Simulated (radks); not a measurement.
Problem. Br II, configuration [Ar] 3d8 4s2 4p6 (not the ground configuration). Method: Dirac Kohn-Sham, OLYP, spin-unpolarised, spherical densities, point nucleus; open shells fill j = l - 1/2 first; computed with a radial shooting solver on a logarithmic mesh with Libxc functionals.

Spin-orbit splittings of the eigenvalues, e(l+1/2) - e(l-1/2), with zeta = 2 splitting/(2l+1) and mean radii in bohr:

shell  occ.  splitting (eV)  zeta (eV)  <r> j=l-1/2  <r> j=l+1/2
2p        6           47.46      31.64       0.1627       0.1666
3p        6           7.200      4.800       0.5434       0.5530
3d        8               ?          ?       0.5519       0.5552
4p        6          0.7476     0.4984        1.745        1.777

Estimate the 3d splitting.

Solution. 1.210 eV (zeta = 0.4842 eV).
